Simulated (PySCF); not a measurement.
**Computed properties of C₉H₆N₄, SMILES C1=CC2=NC=NC3=NC=CC(=C1)N23**

C₉H₆N₄, SMILES C1=CC2=NC=NC3=NC=CC(=C1)N23. Coordinates come from a PBE0-D3(BJ)/def2-SVP optimisation. One conformer was computed; it need not be the lowest. All values are computed for the isolated molecule unless a solvent is named; none is compared with measurement here.

**Structure.** The optimised structure has Cs symmetry. All 51 harmonic modes at PBE0-D3(BJ)/def2-SVP (PySCF) are real, so it is a minimum. With heavy atoms numbered as in [CH:1]1=[CH:2][C:3]2=[N:4][CH:5]=[N:6][C:7]3=[N:8][CH:9]=[CH:10][C:11](=[CH:12]1)[N:13]23, the shortest bond between them is C7–N8 at 1.316 Å and the longest C7–N13 at 1.422 Å.

**Vibrations.** The strongest infrared lines (harmonic, unscaled, degenerate partners summed) lie at 1717 cm⁻¹ (807 km/mol, C 79 %, N 18 %), 1725 cm⁻¹ (783 km/mol, C 80 %, N 17 %), 1664 cm⁻¹ (154 km/mol, C 67 %, N 28 %). The softest mode is at 114 cm⁻¹ and the zero-point energy is 89.4 kcal/mol.

**Electronic structure.** M06-2X/def2-SVP (PySCF) places the frontier levels at -6.55 and -1.56 eV, a gap of 4.99 eV, and gives a dipole moment of 4.77 D and a mean polarisability of 121.8 bohr³. PBE/def2-SVP (PySCF) at the same geometry gives -4.91 and -3.10 eV, so its gap is 3.18 eV narrower. An orbital gap is neither the optical nor the fundamental gap.

**Excitations.** TDA-PBE0/def2-SVP (PySCF) has S1 at 2.16 eV (574 nm, f = 0.005, weak); the most intense of the 6 singlets computed lies at 4.36 eV (f = 0.24). T1 (TDA) is at 1.85 eV, 0.31 eV under S1. TDA-PBE/def2-SVP (PySCF) puts S1 at 1.97 eV.

**NMR.** GIAO shifts at PBE0/pcSseg-1 (PySCF) (non-relativistic, atoms alike by connectivity averaged): ¹³C from 112.4 to 176.0 ppm against TMS; ¹H from 5.1 to 7.0 ppm against TMS.

**Solvation.** SMD-ωB97X/def2-SVP (PySCF) gives -14.0 kcal/mol in water, -19.1 kcal/mol in N,N-dimethylformamide, -15.7 kcal/mol in benzene (1 M in both phases, gas-phase geometry); of these solvents N,N-dimethylformamide holds the molecule best.
